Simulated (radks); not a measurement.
The numbers below are computed, except where a source is named.
W2+, 72 electrons, occupied as [Kr] 4d10 4f14 5s2 5p5 5d4 5f1 (not the ground configuration). Level of theory: Dirac Kohn-Sham, PBE, spin-unpolarised, spherical densities, point nucleus; open shells fill j = l - 1/2 first (a radial shooting solver on a logarithmic mesh with Libxc functionals). Some entries of the table are withheld. Estimate them.

orbital  occ.  eigenvalue (eV)  <r^2> (bohr^2)  <1/r> (bohr^-1)
1s1/2       2        -69426.44       0.0004628            87.13
2s1/2       2              (1)        0.007060            21.20
2p1/2       2        -11471.13        0.005042            21.15
2p3/2       4        -10118.19        0.006242            17.77
3s1/2       2        -2782.229         0.04611            7.780
3p1/2       2        -2548.863         0.04232              (2)
3p3/2       4        -2256.299         0.04891              (3)
3d3/2       4        -1863.942         0.03792            6.711
3d5/2       6        -1800.328         0.03973            6.504
4s1/2       2        -594.3666          0.2282            3.268
4p1/2       2        -497.6211          0.2355            3.157
4p3/2       4        -429.8380          0.2708            2.853
4d3/2       4        -271.0867          0.2954            2.638
4d5/2       6        -258.5971          0.3087            2.565
5s1/2       2        -103.8095           1.264            1.272
5p1/2       2         -74.8888           1.528            1.146
5p3/2       3         -64.7552           1.792            1.042
4f5/2       6         -59.9469          0.4500            2.106
4f7/2       8         -57.6998          0.4646            2.075
5d3/2       4         -26.9976           3.413           0.7523
5d5/2       0         -26.0076           3.600           0.7306
6s1/2       0         -23.3950           7.772           0.4868
6p1/2       0         -17.1255           10.91           0.4094
6p3/2       0         -15.7877           12.57           0.3792
6d3/2       0          -8.8659           27.68           0.2555
6d5/2       0          -8.7401           28.49           0.2520
5f5/2       1          -6.3623           32.16           0.2232
5f7/2       0          -6.3535           32.31           0.2226

Answer. 
(1) 2s1/2 eigenvalue (eV): -11995.75
(2) 3p1/2 <1/r> (bohr^-1): 7.692
(3) 3p3/2 <1/r> (bohr^-1): 6.817
